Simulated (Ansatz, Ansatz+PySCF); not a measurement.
```xyz
2

B     0.0000    0.0000    0.0000
O     0.0000    0.0000    1.4700
```

Basis set: def2-SVP (spherical functions). Correlated methods keep 2 orbitals frozen. Correlation on ROHF uses semicanonical orbitals with singles. Charge 0, multiplicity 2.

Computed with Ansatz (development build ahead of 0.2.0); each method stands on the lowest determinant of its kind that the runs found.

The atomization energy at this shape (free ground-state atoms in the same class of orbitals less the molecule, no zero-point energy) of doublet BO:

| method | atomization energy |
| --- | --- |
| UHF-MP2 | 495.5 kJ/mol |
| ROHF-MP2 | 491.5 kJ/mol |
| UHF | 351.8 kJ/mol |

(1) What does ROHF give?

## Answers

(1) 345.7 kJ/mol. Caution for UHF-MP2, ROHF-MP2: bonds are stretched, where a single reference can fail; forces differ strongly between restricted and unrestricted references. Caution for UHF-MP2, UHF: the unrestricted determinant is spin contaminated.
